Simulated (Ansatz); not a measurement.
Ansatz (a first-principles code) input (B3LYP-D3(BJ)/def2-TZVP):

Ansatz 0.2 input:
```yaml
crystal:
  periodic: [false, false, false]
  atoms:
    - {symbol: C, position_ang: [-0.39279785, 0.73414642, 0.86074703]}
    - {symbol: F, position_ang: [-0.84589899, 1.81629201, 0.23090234]}
    - {symbol: Br, position_ang: [0.27968122, -0.62004059, -0.25708204]}
    - {symbol: H, position_ang: [0.18103539, 0.94991419, 1.75526835]}
basis:
  gaussian:
    orbitals: def2-TZVP
hamiltonian:
  xc: b3lyp
  dispersion: d3bj
magnetization: {spin_polarized: true, initial_magnetization: 1}
phonons: {temperatures: {t_min: 298.15, t_max: 298.15, t_step: 100}}
```

Output:

```
Functional definition: B3LYP
integrals: 0.03 GiB planned
793 factors; their error is unknown
mean field: 0.51 GiB planned
mean field evaluation 1: about -73814.3799 eV, gradient 2.2e1 eV
mean field evaluation 2: about -73811.9660 eV, gradient 3.3e1 eV
mean field evaluation 4: about -73816.5463 eV, gradient 1.7e0 eV
mean field evaluation 8: about -73816.5585 eV, gradient 5.3e-2 eV
mean field evaluation 16: about -73816.9099 eV, gradient 1.6e-4 eV
mean field -73816.90992859 eV, -2712.7214049771 hartree, gradient 1.0e-5 eV, S^2 0.753778; 0 other end points of the search recorded, 0 dependent functions left out
the calculation of the forces begins
reference -73816.91011898 eV, -2712.7214119739 hartree; 26, 25 occupied and 90, 91 virtual orbitals, 793 factors
these checks for a lower state are left out or cut short: stability, starts, cluster_reference, orbital_swaps, neighbouring_geometries, increment
integrals: 0.03 GiB planned
793 factors; their error is unknown
mean field: 0.51 GiB planned
mean field -73816.90987211 eV, -2712.7214029016 hartree, gradient 2.3e-6 eV, S^2 0.753786; 0 other end points of the search recorded, 0 dependent functions left out
the calculation of the forces begins
reference -73816.91006244 eV, -2712.7214098960 hartree; 26, 25 occupied and 90, 91 virtual orbitals, 793 factors
these checks for a lower state are left out or cut short: stability, starts, cluster_reference, orbital_swaps, neighbouring_geometries, increment
integrals: 0.03 GiB planned
793 factors; their error is unknown
mean field: 0.51 GiB planned
mean field evaluation 32: about -73816.9099 eV, gradient 2.2e-6 eV
mean field -73816.90987130 eV, -2712.7214028717 hartree, gradient 2.2e-6 eV, S^2 0.753769; 0 other end points of the search recorded, 0 dependent functions left out
the calculation of the forces begins
reference -73816.91006176 eV, -2712.7214098708 hartree; 26, 25 occupied and 90, 91 virtual orbitals, 793 factors
these checks for a lower state are left out or cut short: stability, starts, cluster_reference, orbital_swaps, neighbouring_geometries, increment
integrals: 0.03 GiB planned
793 factors; their error is unknown
mean field: 0.51 GiB planned
mean field -73816.90982330 eV, -2712.7214011076 hartree, gradient 2.3e-6 eV, S^2 0.753778; 0 other end points of the search recorded, 0 dependent functions left out
the calculation of the forces begins
reference -73816.91001371 eV, -2712.7214081053 hartree; 26, 25 occupied and 90, 91 virtual orbitals, 793 factors
these checks for a lower state are left out or cut short: stability, starts, cluster_reference, orbital_swaps, neighbouring_geometries, increment
integrals: 0.03 GiB planned
793 factors; their error is unknown
mean field: 0.51 GiB planned
mean field -73816.90981180 eV, -2712.7214006851 hartree, gradient 2.2e-6 eV, S^2 0.753777; 0 other end points of the search recorded, 0 dependent functions left out
the calculation of the forces begins
reference -73816.91000217 eV, -2712.7214076809 hartree; 26, 25 occupied and 90, 91 virtual orbitals, 793 factors
these checks for a lower state are left out or cut short: stability, starts, cluster_reference, orbital_swaps, neighbouring_geometries, increment
integrals: 0.03 GiB planned
793 factors; their error is unknown
mean field: 0.51 GiB planned
mean field -73816.90978971 eV, -2712.7213998735 hartree, gradient 2.3e-6 eV, S^2 0.753777; 0 other end points of the search recorded, 0 dependent functions left out
the calculation of the forces begins
reference -73816.90998005 eV, -2712.7214068681 hartree; 26, 25 occupied and 90, 91 virtual orbitals, 793 factors
these checks for a lower state are left out or cut short: stability, starts, cluster_reference, orbital_swaps, neighbouring_geometries, increment
integrals: 0.03 GiB planned
[...]
793 factors; their error is unknown
mean field: 0.51 GiB planned
mean field -73816.90982849 eV, -2712.7214012985 hartree, gradient 2.2e-6 eV, S^2 0.753773; 0 other end points of the search recorded, 0 dependent functions left out
the calculation of the forces begins
reference -73816.91001890 eV, -2712.7214082958 hartree; 26, 25 occupied and 90, 91 virtual orbitals, 793 factors
these checks for a lower state are left out or cut short: stability, starts, cluster_reference, orbital_swaps, neighbouring_geometries, increment
integrals: 0.03 GiB planned
793 factors; their error is unknown
mean field: 0.51 GiB planned
mean field evaluation 96: about -73816.9099 eV, gradient 2.2e-6 eV
mean field -73816.90988759 eV, -2712.7214034703 hartree, gradient 2.2e-6 eV, S^2 0.753776; 0 other end points of the search recorded, 0 dependent functions left out
the calculation of the forces begins
reference -73816.91007799 eV, -2712.7214104673 hartree; 26, 25 occupied and 90, 91 virtual orbitals, 793 factors
these checks for a lower state are left out or cut short: stability, starts, cluster_reference, orbital_swaps, neighbouring_geometries, increment
integrals: 0.03 GiB planned
793 factors; their error is unknown
mean field: 0.51 GiB planned
mean field -73816.90988922 eV, -2712.7214035301 hartree, gradient 2.3e-6 eV, S^2 0.753780; 0 other end points of the search recorded, 0 dependent functions left out
the calculation of the forces begins
reference -73816.91007960 eV, -2712.7214105266 hartree; 26, 25 occupied and 90, 91 virtual orbitals, 793 factors
these checks for a lower state are left out or cut short: stability, starts, cluster_reference, orbital_swaps, neighbouring_geometries, increment
integrals: 0.03 GiB planned
793 factors; their error is unknown
mean field: 0.51 GiB planned
mean field -73816.90992897 eV, -2712.7214049911 hartree, gradient 2.2e-6 eV, S^2 0.753777; 0 other end points of the search recorded, 0 dependent functions left out
the calculation of the forces begins
reference -73816.91011938 eV, -2712.7214119883 hartree; 26, 25 occupied and 90, 91 virtual orbitals, 793 factors
these checks for a lower state are left out or cut short: stability, starts, cluster_reference, orbital_swaps, neighbouring_geometries, increment
integrals: 0.03 GiB planned
793 factors; their error is unknown
mean field: 0.51 GiB planned
mean field -73816.90991215 eV, -2712.7214043730 hartree, gradient 2.3e-6 eV, S^2 0.753778; 0 other end points of the search recorded, 0 dependent functions left out
the calculation of the forces begins
reference -73816.91010253 eV, -2712.7214113693 hartree; 26, 25 occupied and 90, 91 virtual orbitals, 793 factors
these checks for a lower state are left out or cut short: stability, starts, cluster_reference, orbital_swaps, neighbouring_geometries, increment
integrals: 0.03 GiB planned
793 factors; their error is unknown
mean field: 0.51 GiB planned
mean field -73816.90987078 eV, -2712.7214028525 hartree, gradient 2.3e-6 eV, S^2 0.753774; 0 other end points of the search recorded, 0 dependent functions left out
the calculation of the forces begins
reference -73816.91006114 eV, -2712.7214098483 hartree; 26, 25 occupied and 90, 91 virtual orbitals, 793 factors
these checks for a lower state are left out or cut short: stability, starts, cluster_reference, orbital_swaps, neighbouring_geometries, increment
integrals: 0.03 GiB planned
793 factors; their error is unknown
mean field: 0.51 GiB planned
mean field evaluation 128: about -73816.9099 eV, gradient 1.3e-4 eV
mean field -73816.90991703 eV, -2712.7214045521 hartree, gradient 2.3e-6 eV, S^2 0.753781; 0 other end points of the search recorded, 0 dependent functions left out
the calculation of the forces begins
reference -73816.91010744 eV, -2712.7214115498 hartree; 26, 25 occupied and 90, 91 virtual orbitals, 793 factors
these checks for a lower state are left out or cut short: stability, starts, cluster_reference, orbital_swaps, neighbouring_geometries, increment
integrals: 0.03 GiB planned
793 factors; their error is unknown
mean field: 0.51 GiB planned
mean field -73816.90989251 eV, -2712.7214036512 hartree, gradient 2.3e-6 eV, S^2 0.753777; 0 other end points of the search recorded, 0 dependent functions left out
the calculation of the forces begins
reference -73816.91008288 eV, -2712.7214106472 hartree; 26, 25 occupied and 90, 91 virtual orbitals, 793 factors
these checks for a lower state are left out or cut short: stability, starts, cluster_reference, orbital_swaps, neighbouring_geometries, increment
integrals: 0.03 GiB planned
793 factors; their error is unknown
mean field: 0.51 GiB planned
mean field -73816.90991648 eV, -2712.7214045319 hartree, gradient 2.2e-6 eV, S^2 0.753779; 0 other end points of the search recorded, 0 dependent functions left out
the calculation of the forces begins
reference -73816.91010689 eV, -2712.7214115293 hartree; 26, 25 occupied and 90, 91 virtual orbitals, 793 factors
these checks for a lower state are left out or cut short: stability, starts, cluster_reference, orbital_swaps, neighbouring_geometries, increment
integrals: 0.03 GiB planned
793 factors; their error is unknown
mean field: 0.51 GiB planned
mean field -73816.90989569 eV, -2712.7214037680 hartree, gradient 2.2e-6 eV, S^2 0.753775; 0 other end points of the search recorded, 0 dependent functions left out
the calculation of the forces begins
reference -73816.91008613 eV, -2712.7214107665 hartree; 26, 25 occupied and 90, 91 virtual orbitals, 793 factors
these checks for a lower state are left out or cut short: stability, starts, cluster_reference, orbital_swaps, neighbouring_geometries, increment
integrals: 0.03 GiB planned
793 factors; their error is unknown
mean field: 0.51 GiB planned
mean field -73816.90989390 eV, -2712.7214037021 hartree, gradient 2.3e-6 eV, S^2 0.753780; 0 other end points of the search recorded, 0 dependent functions left out
the calculation of the forces begins
reference -73816.91008424 eV, -2712.7214106972 hartree; 26, 25 occupied and 90, 91 virtual orbitals, 793 factors
these checks for a lower state are left out or cut short: stability, starts, cluster_reference, orbital_swaps, neighbouring_geometries, increment
integrals: 0.03 GiB planned
793 factors; their error is unknown
mean field: 0.51 GiB planned
mean field evaluation 160: about -73816.5594 eV, gradient 2.9e-1 eV
mean field -73816.90991103 eV, -2712.7214043317 hartree, gradient 2.2e-6 eV, S^2 0.753776; 0 other end points of the search recorded, 0 dependent functions left out
the calculation of the forces begins
reference -73816.91010144 eV, -2712.7214113290 hartree; 26, 25 occupied and 90, 91 virtual orbitals, 793 factors
these checks for a lower state are left out or cut short: stability, starts, cluster_reference, orbital_swaps, neighbouring_geometries, increment
integrals: 0.03 GiB planned
793 factors; their error is unknown
mean field: 0.51 GiB planned
mean field -73816.90990811 eV, -2712.7214042243 hartree, gradient 2.3e-6 eV, S^2 0.753779; 0 other end points of the search recorded, 0 dependent functions left out
the calculation of the forces begins
reference -73816.91009848 eV, -2712.7214112205 hartree; 26, 25 occupied and 90, 91 virtual orbitals, 793 factors
these checks for a lower state are left out or cut short: stability, starts, cluster_reference, orbital_swaps, neighbouring_geometries, increment
integrals: 0.03 GiB planned
793 factors; their error is unknown
mean field: 0.51 GiB planned
mean field -73816.90986211 eV, -2712.7214025339 hartree, gradient 2.3e-6 eV, S^2 0.753781; 0 other end points of the search recorded, 0 dependent functions left out
the calculation of the forces begins
reference -73816.91005257 eV, -2712.7214095333 hartree; 26, 25 occupied and 90, 91 virtual orbitals, 793 factors
these checks for a lower state are left out or cut short: stability, starts, cluster_reference, orbital_swaps, neighbouring_geometries, increment
integrals: 0.03 GiB planned
793 factors; their error is unknown
mean field: 0.51 GiB planned
mean field -73816.90984356 eV, -2712.7214018522 hartree, gradient 2.3e-6 eV, S^2 0.753774; 0 other end points of the search recorded, 0 dependent functions left out
the calculation of the forces begins
reference -73816.91003388 eV, -2712.7214088463 hartree; 26, 25 occupied and 90, 91 virtual orbitals, 793 factors
Total energy: -73817.01250304 eV, -2712.7251745185 hartree
Atom 0 at    -0.392798     0.734146     0.860747 Å, force     0.000309     0.001513     0.000414 eV/Å
Atom 1 at    -0.845899     1.816292     0.230902 Å, force    -0.000724    -0.000116    -0.000951 eV/Å
Atom 2 at     0.279681    -0.620041    -0.257082 Å, force     0.000006     0.000466     0.000765 eV/Å
Atom 3 at     0.181035     0.949914     1.755268 Å, force     0.000409    -0.001863    -0.000227 eV/Å
Dipole moment:     0.132030    -0.011050     0.191032 e Å
Vibrations: 331.60 635.88 766.69 1163.67 1280.95 3160.70 cm⁻¹, zero-point energy 0.454991 eV
```

It need not be the lowest isomer of its formula.
